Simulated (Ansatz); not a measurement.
The same path of CH₄BClSi (8 atoms, charge 0, multiplicity 1) was run twice with different band settings. The coordinate that changes most is the dihedral H6–B1–Si2–C3.

These are results of Ansatz, RKS PBE-D4/cc-pVDZ, not measurements.

Relaxed end points:

```xyz
8
Properties=species:S:1:pos:R:3
B -0.746 1.528 -0.267
Si 0.462 0.190 0.498
C 0.461 -1.516 -0.003
Cl -0.575 -2.209 -1.203
H -1.532 1.177 -1.121
H -0.714 2.682 0.103
H 1.501 0.417 1.563
H 1.142 -2.268 0.431
```

```xyz
8
Properties=species:S:1:pos:R:3
B -0.748 1.527 -0.267
Si 0.461 0.191 0.500
C 0.463 -1.514 -0.003
Cl -0.572 -2.208 -1.204
H -0.719 2.681 0.102
H -1.530 1.173 -1.124
H 1.500 0.417 1.566
H 1.145 -2.268 0.430
```

Common settings: movable images 5; climbing image yes; spring 5.0 eV/Å²; optimiser quadratic models (default); start path IDPP; iteration limit 60; end points relaxed.

| run | force threshold |
| --- | --- |
| 1 | 0.05 eV/Å |
| 2 | 0.5 eV/Å |

(1) What does each run give, and how far can it be trusted?

Answers

(1) Run 1: converged after 10 iterations, highest image 0.464 eV above the first end. A vibrational analysis at the climbing image gives one clearly imaginary mode, 490i cm⁻¹: a first-order saddle point.
Run 2: converged after 4 iterations, highest image 0.472 eV above the first end. The threshold of 0.5 eV/Å is loose, so the images may lie well off the minimum-energy path. The order of the stationary point at the top wasn't checked.
